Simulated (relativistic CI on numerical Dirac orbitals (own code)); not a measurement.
# Sc2+ in a cubic cluster: L2,3 absorption with charge transfer

Computed with a charge-transfer multiplet model of a cubic metal-ligand cluster with up to one ligand hole, Slater and spin-orbit integrals from Dirac-Coulomb-Breit ions, Slater integrals scaled by 0.8. The ground state mixes d1 with configurations of k ligand holes L, whose averages lie at kΔ + k(k − 1)U_dd/2; a core hole lowers each added d electron by U_cd. 20 K, Lorentzian 0.4 eV and Gaussian 0.3 eV FWHM.

Atomic integrals in eV (Slater integrals scaled, ζ unscaled), ground: F2dd 4.710, F4dd 2.885, zeta_d 0.008; with the core hole: F2dd 6.786, F4dd 4.228, zeta_d 0.015, zeta_core 3.008, F2cd 3.515, G1cd 2.451, G3cd 1.388. Where a configuration has fewer than two d electrons, the dd integrals are those of d2.

Cluster parameters (eV): Δ = 6, U_cd = 5.2, 10Dq = 1.25, 10Dq(ligand) = 0.2, V(eg) = 2.4, V(t2g) = -1.27, final-state hopping factor = 1.

```json
{"Case": "U_dd = 2.6 eV", "n_d": "1.26", "d1": "0.74", "d2L": "0.26", "S": "0.50"}
{"Case": "U_dd = 3.3 eV", "n_d": "1.26", "d1": "0.74", "d2L": "0.26", "S": "0.50"}
{"Case": "U_dd = 4.7 eV", "n_d": "1.26", "d1": "0.74", "d2L": "0.26", "S": "0.50"}
{"Case": "U_dd = 5.4 eV", "n_d": "1.26", "d1": "0.74", "d2L": "0.26", "S": "0.50"}
{"Case": "U_dd = 6.8 eV", "n_d": "1.26", "d1": "0.74", "d2L": "0.26", "S": "0.50"}
```

Weights, n_d and S are thermal averages at 20 K. Photon energies count from the first peak over 30 % of the highest in each spectrum, which can be another peak from case to case. The parameters are a model scan and need not match a compound or its usual spin state. Peaks in eV (height, largest 100):
- U_dd = 2.6 eV: -1.6 (24), 0.0 (43), 1.3 (100), 2.6 (60), 4.6 (75), 5.8 (84)
- U_dd = 3.3 eV: -1.6 (24), 0.0 (43), 1.4 (100), 2.6 (60), 4.6 (78), 5.9 (85)
- U_dd = 4.7 eV: -1.6 (24), 0.0 (43), 1.4 (100), 2.7 (61), 4.6 (79), 5.9 (84)
- U_dd = 5.4 eV: -1.6 (24), 0.0 (43), 1.4 (100), 2.6 (61), 4.6 (81), 5.9 (86)
- U_dd = 6.8 eV: -1.6 (24), 0.0 (44), 1.4 (100), 2.7 (61), 4.6 (81), 5.9 (86)

For the case U_dd = 4.7 eV, Δ = 6 eV is larger than U_dd = 4.7 eV, the Mott-Hubbard side of the Zaanen-Sawatzky-Allen scheme. With the core hole the configuration with one ligand hole lies at Δ + U_dd − U_cd = 3.4, 4.1, 5.5, 6.2, 7.6 eV from the one without, in the order of the table; where this is negative the screened configuration lies lower, though the effective hopping of about 5.5 eV (from the holes of the mixed ground state) mixes the two strongly wherever it is as large as the gap.

With at most 1 ligand hole the space is cut while the next configuration still counts, so covalency is underestimated, and a final configuration with one more ligand hole, which can lie low, is missing from the spectra.
